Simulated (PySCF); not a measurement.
hexanethiol (C$_{6}$H$_{14}$S), singlet, at a GFN2-xTB geometry; CCSD(T)/STO-3G run with PySCF.

The PySCF input:
```python
from pyscf import gto, scf, cc

mol = gto.M(
    atom='''
C    -4.272314    0.311466   -0.499716
C    -2.873334    0.823351   -0.819561
C    -1.795263    0.006092   -0.111704
C    -0.390470    0.513356   -0.427563
C     0.682060   -0.308644    0.283699
C     2.076109    0.202959   -0.036218
S     3.323415   -0.819507    0.843335
H    -4.380379   -0.724420   -0.813807
H    -5.024544    0.906013   -1.012766
H    -4.462781    0.365411    0.569959
H    -2.708638    0.779612   -1.898678
H    -2.791030    1.869317   -0.515074
H    -1.877816   -1.039823   -0.416062
H    -1.960195    0.049703    0.967316
H    -0.223702    0.469372   -1.506734
H    -0.306121    1.559437   -0.122673
H     0.606250   -1.355145   -0.020307
H     0.523834   -0.265124    1.363699
H     2.199907    1.234400    0.294847
H     2.283228    0.132408   -1.104359
H     4.386625   -0.160530    0.387649
''',
    basis='sto-3g',
    charge=0,
    spin=0,
    verbose=5,
)

mf = scf.RHF(mol)
mf.kernel()

mycc = cc.CCSD(mf, frozen=10)
mycc.kernel()
et = mycc.ccsd_t()
print('E(CCSD(T)) = %.10f' % (mycc.e_tot + et))
```

Write the output that PySCF gives for this input, abridged.


```
PySCF version 2.14.0

[INPUT] verbose = 5
[INPUT] max_memory = 4000
[INPUT] num. atoms = 21
[INPUT] num. electrons = 66
[INPUT] charge = 0
[INPUT] spin (= nelec alpha-beta = 2S) = 0
[INPUT] symmetry False subgroup None
[INPUT] Mole.unit = angstrom
[INPUT] Symbol           X                Y                Z      unit          X                Y                Z       unit  Magmom
[...]
[INPUT] ---------------- BASIS SET ----------------
[INPUT] l, kappa, [nprim/nctr], expnt,             c_1 c_2 ...
[INPUT] S
[...]
                                97.1095183        0.5353281423
                                26.28162542       0.4446345422
[...]
                                7.745117521       0.3995128261
                                2.518952599       0.7001154689
[...]
                                0.5661400518      0.2255954336
                                0.2215833792      0.900398426
[...]
                                7.745117521       0.6076837186
                                2.518952599       0.3919573931
[...]
                                0.5661400518      0.5951670053
                                0.2215833792      0.462001012
[INPUT] C
[...]
                                13.045096         0.53532814
                                3.5305122         0.44463454
[...]
                                0.6834831         0.39951283
                                0.2222899         0.70011547
[...]
                                0.6834831         0.60768372
                                0.2222899         0.39195739
[INPUT] H
[...]
                                0.62391373        0.53532814
                                0.1688554         0.44463454

nuclear repulsion = 356.169177825285
number of shells = 37
number of NR pGTOs = 159
number of NR cGTOs = 53
basis = sto-3g
ecp = {}

******** <class 'pyscf.scf.hf.RHF'> ********
method = RHF
initial guess = minao
damping factor = 0
level_shift factor = 0
DIIS = <class 'pyscf.scf.diis.CDIIS'>
diis_start_cycle = 1
diis_space = 8
diis_damp = 0
SCF conv_tol = 1e-09
SCF conv_tol_grad = None
SCF max_cycles = 50
direct_scf = True
direct_scf_tol = 1e-13
Set gradient conv threshold to 3.16228e-05
Initial guess from minao.
E1 = -1561.3169637859803  E2 = 578.5190673332074  Ecoul = 640.6426560824955  Exc = -62.12358874928805
init E= -626.628718627488
cond(S) = 13.441399935640463
[...]
  mo_energy =
[-90.93092809 -11.1373842  -11.13152037 -11.12819085 -11.12727448
 -11.12309521 -11.12034599  -8.81792401  -6.44331294  -6.44239283
  -6.44055011  -1.60212332  -1.46901941  -1.28651938  -1.10525616
  -0.96076829  -0.89903678  -0.88029524  -0.6561551   -0.58718026
  -0.56179177  -0.52857691  -0.496609    -0.46962573  -0.42392489
  -0.41433222  -0.40151155  -0.36490243  -0.3594691   -0.34906285
  -0.34640804  -0.29611509  -0.23687174   0.25080131   0.35038195
   0.44992825   0.45093661   0.49718746   0.4990221    0.51149679
   0.54371073   0.551083     0.55780096   0.5673398    0.58290936
   0.59610798   0.59981486   0.61477076   0.62632796   0.65005624
   0.6639516    0.66699188   0.70623566]
E1 = -1569.6706237338426  E2 = 587.7667819913131  Ecoul = 649.2896444295224  Exc = -61.522862438209245
cycle= 1 E= -625.734663917244  delta_E= 0.894  |g|= 0.35  |ddm|= 5.25
[...]
  mo_energy =
[-90.57809377 -11.13559718 -11.05145118 -11.04546888 -11.03900151
 -11.03287154 -11.02609331  -8.50716762  -6.13977715  -6.13738371
  -6.13365637  -1.06958553  -1.02528329  -0.95543668  -0.87208425
  -0.79746724  -0.76674101  -0.75852613  -0.64173828  -0.60435255
  -0.56466451  -0.54895257  -0.5428057   -0.51726645  -0.48684176
  -0.46880772  -0.44907814  -0.44775127  -0.43133651  -0.42839877
  -0.3833495   -0.31130896  -0.19673884   0.4554692    0.51928061
   0.58337679   0.59046003   0.62624585   0.64335041   0.66574495
   0.66999851   0.68224678   0.69930492   0.73467631   0.74220743
   0.74374904   0.74682264   0.77082697   0.78476197   0.79377767
   0.79775273   0.80252625   0.84168231]
E1 = -1568.730511869487  E2 = 586.770956346928  Ecoul = 648.2437136664689  Exc = -61.47275731954096
cycle= 2 E= -625.790377697274  delta_E= -0.0557  |g|= 0.0862  |ddm|= 0.693
[...]
  mo_energy =
[-90.73258477 -11.04363558 -11.04040238 -11.03987052 -11.03630791
 -11.03500069 -11.00795918  -8.63419428  -6.26651926  -6.2642746
  -6.26138962  -1.05591722  -1.01207985  -0.94705205  -0.87347545
  -0.79691401  -0.75906737  -0.74861864  -0.63194116  -0.59213981
  -0.55969654  -0.53938625  -0.53492876  -0.50670765  -0.47937725
  -0.46391973  -0.45375994  -0.44318214  -0.43020026  -0.42769911
  -0.38690739  -0.34361477  -0.25263046   0.45515685   0.51495926
   0.59219942   0.59809912   0.63847289   0.65273927   0.67332168
   0.69262973   0.69775758   0.72425606   0.74197503   0.75318742
   0.7556171    0.76382439   0.78053493   0.79343591   0.79751756
   0.8061374    0.80721622   0.84602076]
E1 = -1568.5881760791192  E2 = 586.6259819585057  Ecoul = 648.089063899757  Exc = -61.46308194125129
cycle= 3 E= -625.793016295328  delta_E= -0.00264  |g|= 0.0221  |ddm|= 0.15
[...]
  mo_energy =
[-90.73232804 -11.04790487 -11.04488846 -11.04019582 -11.03955795
 -11.03672811 -11.03265322  -8.63512972  -6.2675271   -6.26523891
  -6.26220042  -1.05709673  -1.01486071  -0.94936573  -0.8742501
  -0.79800627  -0.7588031   -0.75226697  -0.63351728  -0.59495653
  -0.56044721  -0.5423801   -0.53838633  -0.51053682  -0.48186418
  -0.46750813  -0.45542035  -0.44469604  -0.4304137   -0.42831
  -0.3907178   -0.35011753  -0.25529957   0.44571303   0.51270482
   0.59152057   0.59683728   0.63660274   0.65202079   0.67271674
   0.68805135   0.69502412   0.72127672   0.74096718   0.75025637
   0.75265944   0.76311363   0.78053807   0.79416317   0.79630811
   0.80460409   0.8056077    0.84466443]
E1 = -1568.6049985474413  E2 = 586.6425917272223  Ecoul = 648.1045475472534  Exc = -61.46195582003111
cycle= 4 E= -625.793228994934  delta_E= -0.000213  |g|= 0.00294  |ddm|= 0.0426
[...]
  mo_energy =
[-90.72851342 -11.04475628 -11.04354633 -11.03984445 -11.03942691
 -11.03732747 -11.03230262  -8.63205702  -6.26447517  -6.2621736
  -6.25909827  -1.05650969  -1.01403374  -0.94866318  -0.87367632
  -0.79754241  -0.75845443  -0.75158962  -0.63321089  -0.59447943
  -0.5602085   -0.54198685  -0.53798965  -0.50993594  -0.48142465
  -0.4669478   -0.45507285  -0.44426948  -0.43026519  -0.42815969
  -0.39034504  -0.34869165  -0.25387111   0.44748521   0.5122451
   0.59180522   0.59713674   0.6370892    0.65225033   0.6731131
   0.68870374   0.69544873   0.72191664   0.74166106   0.75072275
   0.75308715   0.76361085   0.78097341   0.79453225   0.79655377
   0.80511104   0.80574037   0.84489025]
E1 = -1568.6022085954846  E2 = 586.6397977053616  Ecoul = 648.1013673817695  Exc = -61.46156967640786
cycle= 5 E= -625.793233064838  delta_E= -4.07e-06  |g|= 0.000549  |ddm|= 0.00587
[...]
  mo_energy =
[-90.72897674 -11.04453553 -11.04354608 -11.03960941 -11.03936211
 -11.03704171 -11.03233159  -8.63243037  -6.26485002  -6.26254486
  -6.25947887  -1.05639118  -1.013978    -0.94863719  -0.87367647
  -0.79752443  -0.75835095  -0.75156278  -0.63311196  -0.59441075
  -0.56012602  -0.54194126  -0.53791734  -0.5098664   -0.48134554
  -0.46691953  -0.45504932  -0.44417307  -0.43015169  -0.42802908
  -0.39031121  -0.34885021  -0.25408123   0.44736831   0.51202455
   0.5919009    0.5972178    0.63715997   0.65238107   0.67318686
   0.68877661   0.69552416   0.72197956   0.74175178   0.75078638
   0.75316883   0.76371681   0.78107351   0.79462894   0.79669457
   0.80520181   0.80585468   0.84501604]
E1 = -1568.6010307404724  E2 = 586.6386196373146  Ecoul = 648.1001395753216  Exc = -61.46151993800697
cycle= 6 E= -625.793233277873  delta_E= -2.13e-07  |g|= 0.000112  |ddm|= 0.00143
[...]
  mo_energy =
[-90.72906464 -11.04459998 -11.04355897 -11.03969245 -11.03933621
 -11.0371309  -11.032257    -8.63251389  -6.26493425  -6.26262863
  -6.25956167  -1.05641725  -1.01398544  -0.9486514   -0.87369482
  -0.79753742  -0.7583635   -0.75157629  -0.63312433  -0.59440779
  -0.56012028  -0.54196509  -0.53791716  -0.50987271  -0.48134621
  -0.46692081  -0.45506438  -0.44417489  -0.43015896  -0.42804107
  -0.39034103  -0.34889583  -0.25413282   0.44732924   0.51198307
   0.59188928   0.59720453   0.63716297   0.65235033   0.67318688
   0.68877549   0.69552306   0.72197849   0.74174261   0.75079566
   0.75316714   0.76370576   0.78105888   0.79462965   0.79666963
   0.80520326   0.80584872   0.84500258]
E1 = -1568.6010003887486  E2 = 586.6385892777098  Ecoul = 648.1001138232679  Exc = -61.46152454555806
cycle= 7 E= -625.793233285754  delta_E= -7.88e-09  |g|= 2.35e-05  |ddm|= 0.000275
[...]
  mo_energy =
[-90.72907367 -11.04458754 -11.04355923 -11.03967285 -11.0393373
 -11.03710876 -11.03226574  -8.6325239   -6.26494429  -6.26263873
  -6.25957135  -1.05641136  -1.01398403  -0.94865003  -0.87369351
  -0.79753655  -0.7583584   -0.75157632  -0.63311912  -0.59440573
  -0.56011648  -0.54196094  -0.53791502  -0.50986968  -0.48134354
  -0.4669202   -0.45506238  -0.44417218  -0.43015405  -0.42803491
  -0.39033818  -0.34890006  -0.25413986   0.44732454   0.51197848
   0.59189469   0.59720977   0.6371654    0.65235889   0.67318996
   0.68877758   0.69552601   0.72197972   0.74174611   0.75079694
   0.75317036   0.76371032   0.78106503   0.79463344   0.79667752
   0.80520573   0.80585363   0.84500834]
E1 = -1568.6009393058944  E2 = 586.6385281945256  Ecoul = 648.1000525643619  Exc = -61.4615243698363
cycle= 8 E= -625.793233286083  delta_E= -3.3e-10  |g|= 4.61e-06  |ddm|= 5.53e-05
[...]
  mo_energy =
[-90.72907245 -11.0445888  -11.04356085 -11.03967414 -11.03933536
 -11.0371098  -11.03226365  -8.6325226   -6.26494295  -6.26263741
  -6.25957007  -1.05641177  -1.01398395  -0.94864995  -0.87369338
  -0.79753638  -0.75835863  -0.75157669  -0.63311951  -0.59440584
  -0.56011615  -0.54196112  -0.53791521  -0.50986987  -0.48134377
  -0.46691993  -0.45506232  -0.44417239  -0.43015413  -0.42803501
  -0.39033832  -0.34889979  -0.25413928   0.44732432   0.51197863
   0.59189442   0.59720985   0.63716533   0.6523586    0.67319025
   0.68877736   0.69552581   0.7219795    0.74174563   0.75079694
   0.75317015   0.76371013   0.78106488   0.79463367   0.79667719
   0.80520556   0.80585373   0.84500802]
E1 = -1568.6009394174087  E2 = 586.6385283060322  Ecoul = 648.1000526687526  Exc = -61.46152436272041
Extra cycle  E= -625.793233286091  delta_E= -7.73e-12  |g|= 1.72e-06  |ddm|= 8.27e-06
converged SCF energy = -625.793233286091

******** <class 'pyscf.cc.ccsd.CCSD'> ********
CC2 = 0
CCSD nocc = 23, nmo = 43
frozen orbitals 10
max_cycle = 50
direct = 0
conv_tol = 1e-07
conv_tol_normt = 1e-05
diis_space = 6
diis_start_cycle = 0
diis_start_energy_diff = 1e+09
Init t2, MP2 energy = -626.127188310269  E_corr(MP2) -0.333955024177832
Init E_corr(CCSD) = -0.333955024179097
cycle = 1  E_corr(CCSD) = -0.407614261653968  dE = -0.0736592375  norm(t1,t2) = 0.0707841
cycle = 2  E_corr(CCSD) = -0.429928842505832  dE = -0.0223145809  norm(t1,t2) = 0.0257019
cycle = 3  E_corr(CCSD) = -0.443086016358924  dE = -0.0131571739  norm(t1,t2) = 0.0106223
cycle = 4  E_corr(CCSD) = -0.443428657315099  dE = -0.000342640956  norm(t1,t2) = 0.00151089
cycle = 5  E_corr(CCSD) = -0.443396951413578  dE = 3.17059015e-05  norm(t1,t2) = 0.000323889
cycle = 6  E_corr(CCSD) = -0.443397461644534  dE = -5.10230955e-07  norm(t1,t2) = 7.64786e-05
cycle = 7  E_corr(CCSD) = -0.443396842676552  dE = 6.18967982e-07  norm(t1,t2) = 2.24256e-05
cycle = 8  E_corr(CCSD) = -0.443396741775499  dE = 1.00901053e-07  norm(t1,t2) = 8.37768e-06
cycle = 9  E_corr(CCSD) = -0.443396739975927  dE = 1.79957177e-09  norm(t1,t2) = 2.68666e-06
CCSD converged
E(CCSD) = -626.2366300260671  E_corr = -0.4433967399759269
CCSD(T) correction = -0.00266567069660822
E(CCSD(T)) = -626.2392956968
```
